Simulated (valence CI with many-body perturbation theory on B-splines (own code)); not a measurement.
Energy levels of Hg LXVI

Computed by configuration interaction combined with many-body perturbation theory (CI+MBPT): five valence electrons over a frozen Dirac-Fock core [Ne], a basis of 11 s, 11 p, 10 d, 8 f, 5 g, 2 h functions for each j, with the one-electron correlation potential Σ1, the two-electron term Σ2, the three-electron term Σ3, Breit, model QED; selected CI, second order for the rest, scaled by the run's own slope (own B-spline code, finite nucleus).

The last digits are not significant, and no measured levels were compared; by estimate large intervals hold to a few tenths of a per cent, small ones and those within an open d or f shell to about a per cent. Among the levels kept, up to 3300 cm⁻¹ of a level comes from second order outside the variational space, and about a tenth of that is noise between levels of different J, which matters for small intervals.

Levels 136 to 171 of 171, with energies above the lowest level, (3s^2 3p1/2^2 3p3/2) J=3/2. "Leading %" is the weight of the configuration and term that name the level; weights of strongly mixed levels are sums over their largest components and can fall short. In the jj column 3d3/2^4 stands for four electrons in 3d with j = 3/2. Lifetimes count E1, E2, E3, M1 and M2 decay at the calculated energies, and are blank where another channel may lead or the interval is too uncertain; long ones can be off by a factor of two.

```
No.  Configuration  Term     J  E (eV)  Leading %                     Leading jj  Lifetime
136     3s2 3p 3d2   4G°   9/2  1670.9         48  3s^2 3p3/2 3d3/2 3d5/2 (76 %)    131 fs
137     3s2 3p 3d2   2H°  11/2  1677.0         64  3s^2 3p3/2 3d3/2 3d5/2 (95 %)    281 fs
138         3p4 3d    4D   3/2  1678.1         14  3s 3p1/2 3p3/2 3d3/2^2 (56 %)   1.15 ps
139     3s2 3p 3d2   4F°   7/2  1678.4         29  3s^2 3p3/2 3d3/2 3d5/2 (74 %)    112 fs
140     3s2 3p 3d2   4D°   5/2  1685.8         41  3s^2 3p3/2 3d3/2 3d5/2 (85 %)    142 fs
141     3s2 3p 3d2   2G°   7/2  1687.2         38  3s^2 3p3/2 3d3/2 3d5/2 (93 %)    201 fs
142     3s2 3p 3d2   2F°   5/2  1687.3         22  3s^2 3p3/2 3d3/2 3d5/2 (82 %)    151 fs
143     3s2 3p 3d2   4D°   3/2  1688.1         33  3s^2 3p3/2 3d3/2 3d5/2 (78 %)    125 fs
144     3s 3p2 3d2    6F   1/2  1692.0         41  3s 3p1/2 3p3/2 3d3/2^2 (79 %)    912 fs
145     3s2 3p 3d2   2S°   1/2  1693.7         28  3s^2 3p3/2 3d3/2 3d5/2 (70 %)    103 fs
146     3s 3p2 3d2    6G   5/2  1693.9         17  3s 3p1/2 3p3/2 3d3/2^2 (67 %)    874 fs
147     3s2 3p 3d2   2G°   7/2  1706.7         35  3s^2 3p3/2 3d3/2 3d5/2 (84 %)    141 fs
148         3p4 3d    2F   7/2  1707.8         21   3p1/2^2 3p3/2^2 3d3/2 (64 %)    226 fs
149     3s 3p2 3d2    6F   3/2  1709.1         20  3s 3p1/2 3p3/2 3d3/2^2 (59 %)    291 fs
150         3p4 3d    4P   1/2  1712.0         31   3p1/2^2 3p3/2^2 3d3/2 (61 %)    275 fs
151     3s 3p2 3d2    4G   7/2  1712.6         22  3s 3p1/2 3p3/2 3d3/2^2 (79 %)    824 fs
152     3s2 3p 3d2   2G°   9/2  1713.1         68  3s^2 3p3/2 3d3/2 3d5/2 (90 %)    165 fs
153     3s2 3p 3d2   2D°   5/2  1713.3         33  3s^2 3p3/2 3d3/2 3d5/2 (77 %)    111 fs
154         3p4 3d    4D   5/2  1715.4         20   3p1/2^2 3p3/2^2 3d3/2 (55 %)    198 fs
155     3s2 3p 3d2   2D°   3/2  1718.1         49  3s^2 3p3/2 3d3/2 3d5/2 (88 %)    155 fs
156     3s2 3p 3d2   4S°   3/2  1721.1         29  3s^2 3p3/2 3d3/2 3d5/2 (75 %)    101 fs
157     3s 3p2 3d2    2G   9/2  1725.9         25  3s 3p1/2 3p3/2 3d3/2^2 (95 %)    916 fs
158     3s2 3p 3d2   2F°   5/2  1726.5         63  3s^2 3p3/2 3d3/2 3d5/2 (88 %)    162 fs
159     3s2 3p 3d2   2P°   1/2  1727.8         73  3s^2 3p3/2 3d3/2 3d5/2 (92 %)    178 fs
160         3p4 3d    2D   3/2  1728.3         42   3p1/2^2 3p3/2^2 3d3/2 (69 %)    260 fs
161     3s 3p2 3d2    4F   3/2  1749.9         22  3s 3p1/2 3p3/2 3d3/2^2 (86 %)    201 fs
162     3s 3p2 3d2    4P   3/2  1753.1         10  3s 3p1/2 3p3/2 3d3/2^2 (74 %)    146 fs
163     3s 3p2 3d2    4G   5/2  1753.4         24  3s 3p1/2 3p3/2 3d3/2^2 (96 %)    154 fs
164     3s 3p2 3d2    4H   7/2  1759.7         29  3s 3p1/2 3p3/2 3d3/2^2 (95 %)    167 fs
165     3s 3p2 3d2    4G   5/2  1759.9         26  3s 3p1/2 3p3/2 3d3/2^2 (93 %)    147 fs
166     3s 3p2 3d2    4D   3/2  1760.9         25  3s 3p1/2 3p3/2 3d3/2^2 (92 %)    132 fs
167     3s 3p2 3d2    4P   1/2  1764.8         34  3s 3p1/2 3p3/2 3d3/2^2 (87 %)    100 fs
168     3s 3p2 3d2    4F   7/2  1767.1         19  3s 3p1/2 3p3/2 3d3/2^2 (81 %)    105 fs
169     3s 3p2 3d2    4P   5/2  1769.1         23  3s 3p1/2 3p3/2 3d3/2^2 (93 %)    209 fs
170     3s2 3p 3d2   4G°  11/2  1772.4         64      3s^2 3p3/2 3d5/2^2 (96 %)   2.83 ps
171         3s 3p4    4P   1/2  1780.9         37              3s 3p3/2^4 (96 %)    117 fs
```

Where two levels of one J and parity lie close, their mixing, g and order are uncertain.
